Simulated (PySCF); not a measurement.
Computed with PySCF 2.14.0 with M06-2X/def2-TZVP. Isolated molecules, 0 K electronic values unless said otherwise. Delta-SCF ions had no search for a lower state. 

Reference species (SMILES): `B` (neutral, multiplicity 1).

| Property | Value |
|---|---|
| HOMO | -11.26 eV |
| HOMO–LUMO gap | 10.26 eV |
| vertical ionisation energy (Delta-SCF) | 13.21 eV |

Changed species: `B[N+]#[C-]` (X = isocyano; the reference has X = H).

Problem. Predict the effect on the HOMO, HOMO–LUMO gap and vertical ionisation energy (Delta-SCF).

Solution. the HOMO rises by 0.52 eV, to -10.74 eV; the HOMO–LUMO gap falls by 1.29 eV, to 8.97 eV; the vertical ionisation energy (Delta-SCF) falls by 1.29 eV, to 11.92 eV.
